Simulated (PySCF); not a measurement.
What an electron can do to ZnCl

r²SCAN in PySCF with def2-TZVPPD on every atom, for the lowest determinant that a PBE0 search found; no spin–orbit coupling.

```json
{"species": "ZnCl", "state (unpaired electrons)": "doublet (σ ↑)", "Re (Å)": "2.146", "ωe (cm⁻¹)": "381", "energy of the minimum from the neutral (eV)": "0.00", "De (eV)": "2.51", "dissociates to": "Zn + Cl"}
{"species": "ZnCl⁺", "state (unpaired electrons)": "singlet (closed shell)", "Re (Å)": "2.045", "ωe (cm⁻¹)": "470", "energy of the minimum from the neutral (eV)": "9.02", "De (eV)": "2.69", "dissociates to": "Zn⁺ + Cl"}
{"species": "ZnCl⁻", "state (unpaired electrons)": "singlet (closed shell)", "Re (Å)": "2.456", "ωe (cm⁻¹)": "194", "energy of the minimum from the neutral (eV)": "-1.94", "De (eV)": "0.83", "dissociates to": "Zn + Cl⁻"}
```

**Question.** Work out the lowest energy to break ZnCl into atoms, from its vibrational ground state.

**Answer.** D0 = De − ωe/2 = 2.51 − 0.02 = 2.49 eV (r²SCAN/def2-TZVPPD).

**Question.** Work out the ionisation energy of the Zn atom at this level and the threshold of dissociative ionisation.

**Answer.** IE(Zn) = 9.02 + 2.69 − 2.51 = 9.20 eV, so Zn⁺ + Cl + e⁻ appears at D0 + IE(Zn) = 11.69 eV (r²SCAN/def2-TZVPPD). The measured IE(Zn) is 9.394 eV (NIST ASD).

**Question.** Work out the electron affinity of the Cl atom and the threshold of dissociative attachment.

**Answer.** EA(Cl) = 2.51 − 0.83 − (-1.94) = 3.62 eV, so Zn + Cl⁻ needs D0 − EA(Cl) = -1.13 eV (negative: it is exothermic at zero electron energy) (r²SCAN/def2-TZVPPD). The measured EA(Cl) is 3.613 eV.

**Question.** At which energy does ion-pair formation open?

**Answer.** Zn⁺ + Cl⁻ lies at D0 + IE(Zn) − EA(Cl) = 8.07 eV (r²SCAN/def2-TZVPPD).

These are thermodynamic thresholds; the onsets seen under electron impact lie higher where the geometry changes, and cross-sections peak well above them.

For an ion De counts to the pair picked by the measured ionisation energies or electron affinities, which need not be the lowest pair at this level. The highest Kohn–Sham level is positive in this anion. Much of that is self-interaction error, but it also means that the finite basis helps to hold the extra electron. States were picked by a PBE0 search and need not be the measured ground states.
